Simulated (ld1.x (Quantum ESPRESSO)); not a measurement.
## Reading a pseudo-wave (Al (Z = 13))

Columns: radius, all-electron u(r) and pseudo u(r) of the 2p shell (level -90.47 eV) of aluminium in the configuration [He] 2s2 2p6 3s1 3p0; PW91, non-relativistic, TM scheme, ld1.x (Quantum ESPRESSO) 7.5.

| r (bohr) | all-electron | pseudo |
| --- | --- | --- |
| 0.045 | 0.1047 | 0.0397 |
| 0.090 | 0.3187 | 0.1535 |
| 0.135 | 0.5520 | 0.3269 |
| 0.180 | 0.7630 | 0.5374 |
| 0.225 | 0.9352 | 0.7585 |
| 0.270 | 1.0652 | 0.9638 |
| 0.315 | 1.1551 | 1.1317 |
| 0.360 | 1.2093 | 1.2490 |
| 0.405 | 1.2338 | 1.3123 |
| 0.450 | 1.2342 | 1.3266 |
| 0.495 | 1.2160 | 1.3025 |
| 0.540 | 1.1838 | 1.2528 |
| 0.585 | 1.1412 | 1.1889 |
| 0.630 | 1.0916 | 1.1200 |
| 0.675 | 1.0373 | 1.0514 |
| 0.720 | 0.9803 | 0.9858 |
| 0.765 | 0.9221 | 0.9236 |
| 0.810 | 0.8640 | 0.8642 |
| 0.855 | 0.8067 | 0.8067 |
| 0.900 | 0.7509 | 0.7509 |
| 0.945 | 0.6972 | 0.6972 |
| 0.990 | 0.6458 | 0.6458 |
| 1.035 | 0.5969 | 0.5969 |
| 1.080 | 0.5507 | 0.5507 |
| 1.125 | 0.5072 | 0.5072 |
| 1.170 | 0.4665 | 0.4665 |

(1) How many radial nodes do the two functions have?

(2) At about which radius was the pseudo-wave matched?

(3) Is the pseudo-wave norm-conserving?

## Answers

(1) The all-electron 2p function has n − l − 1 = 0; the pseudo-wave has 0.

(2) 0.90 bohr. The columns agree to 0.0005 from 0.81 bohr on; several derivatives are matched, so the curves merge somewhat inside the radius.

(3) Yes: the TM scheme keeps the norm inside the radius equal to the all-electron one, which fixes the energy derivative of the logarithmic derivative at the level.
